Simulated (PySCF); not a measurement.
Cartesian coordinates (Å):
```xyz
14

C     -1.7109    -0.9503     0.0305
Si    -0.1547    -0.0809    -0.5934
Si    -0.0819     2.1398     0.1564
Si     1.7741    -1.2025     0.1284
H     -1.7502    -1.9799    -0.3289
H     -2.6082    -0.4349    -0.3160
H     -1.7316    -0.9710     1.1212
H     -0.1515    -0.0667    -2.0819
H      1.1282     2.8277    -0.3581
H     -1.2800     2.8962    -0.2894
H     -0.0416     2.1733     1.6406
H      2.9941    -0.5323    -0.3862
H      1.7796    -2.6135    -0.3355
H      1.8344    -1.2050     1.6123
```
Charge 0, multiplicity 1.

Estimate the HOMO–LUMO gap, dipole moment and HOMO that PBE-D3(BJ)/def2-TZVP // B3LYP-D3(BJ)/def2-TZVP in PySCF returns for this input.


```yaml
HOMO–LUMO gap: 5.62 eV
dipole_moment: 1.01 D
HOMO: -6.66 eV
```
